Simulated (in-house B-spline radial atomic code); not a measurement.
Orbital energies and mean radii along the 63-electron series, configuration [Xe] 4f9. The effective charge is n√(-2ε), a non-relativistic measure. Computed with an all-electron radial atomic-structure program (B-spline basis): Dirac-Hartree-Fock, average of the configuration, finite nuclei.

```json
{"ion": "Tb2+", "Z": "65", "energy of 4f5/2 (Eh)": "-0.97865", "mean radius of 4f5/2 (bohr)": "0.84952", "energy of 5s1/2 (Eh)": "-2.6346", "mean radius of 5s1/2 (bohr)": "1.3535", "energy of 4d3/2 (Eh)": "-6.8625", "mean radius of 4d3/2 (bohr)": "0.61996", "energy of 4p3/2 (Eh)": "-11.723", "mean radius of 4p3/2 (bohr)": "0.58266", "effective charge of 4f5/2": "5.5961"}
{"ion": "Dy3+", "Z": "66", "energy of 4f5/2 (Eh)": "-1.7095", "mean radius of 4f5/2 (bohr)": "0.77763", "energy of 5s1/2 (Eh)": "-3.2917", "mean radius of 5s1/2 (bohr)": "1.2967", "energy of 4d3/2 (Eh)": "-7.8535", "mean radius of 4d3/2 (bohr)": "0.60328", "energy of 4p3/2 (Eh)": "-12.877", "mean radius of 4p3/2 (bohr)": "0.56952", "effective charge of 4f5/2": "7.3963"}
{"ion": "Ho4+", "Z": "67", "energy of 4f5/2 (Eh)": "-2.5415", "mean radius of 4f5/2 (bohr)": "0.72383", "energy of 5s1/2 (Eh)": "-4.0184", "mean radius of 5s1/2 (bohr)": "1.2426", "energy of 4d3/2 (Eh)": "-8.9537", "mean radius of 4d3/2 (bohr)": "0.58697", "energy of 4p3/2 (Eh)": "-14.143", "mean radius of 4p3/2 (bohr)": "0.55667", "effective charge of 4f5/2": "9.0183"}
```
